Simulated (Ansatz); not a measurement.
Consider the isomerisation: `c1ccc2c(c1)CCO2` → `CC(=O)c1ccccc1`.

Program: Ansatz. Geometries: PBE0-D4/def2-TZVP. ΔE: electronic, gas phase. CCSD(T)/CBS is the MP2 limit (def2-TZVPP, def2-QZVPP) plus CCSD(T) − MP2 in def2-TZVPP, frozen cores. DFT in def2-TZVPP. B3LYP here is the variant with VWN-RPA as its local correlation; programs differ in this. One conformer a species, not always the lowest.

| level | ΔE (kJ/mol) | difference from CCSD(T)/CBS |
| --- | --- | --- |
| PBE-D4 | -23.2 | 4.4 |
| r2SCAN-D4 | -26.5 | 1.1 |
| B3LYP-D4 | -36.1 | -8.5 |
| ωB97X-V | -19.0 | 8.6 |
| PBE-QIDH | -13.3 | 14.3 |
| revPBE | -33.0 | -5.4 |
| r2SCANh | -23.6 | 4.0 |
| r2SCAN0 | -18.8 | 8.8 |
| CAM-B3LYP | -28.0 | -0.4 |
| RPA@PBE/def2-TZVPP | -27.2 | 0.4 |
| CCSD/def2-SVP | -34.0 | -6.4 |
| HF/def2-TZVPP | -42.7 | -15.1 |
| SCS-MP2/def2-TZVPP | -29.9 | -2.3 |
| SCS-MP2/def2-QZVPP | -29.6 | -2.0 |
| HF/CBS(def2) | -42.7 | -15.1 |
| MP2/CBS(def2) | -24.3 | 3.3 |
| CCSD(T)/CBS | -27.6 | 0 |

Largest T1 diagnostic among the species: 0.013.

In def2-TZVPP, CCSD(T) changes the Hartree–Fock value by +14.5 kJ/mol (the triples alone add −1.3 kJ/mol) and MP2 by +17.8 kJ/mol. From PBE to PBE0 (25 % exact exchange), in def2-TZVPP and without D4, ΔE moves by +9.1 kJ/mol.

CCSD(T)/CBS has its own doubt, a few kJ/mol and more with outer-core shells, so smaller differences from it don't rank the levels.
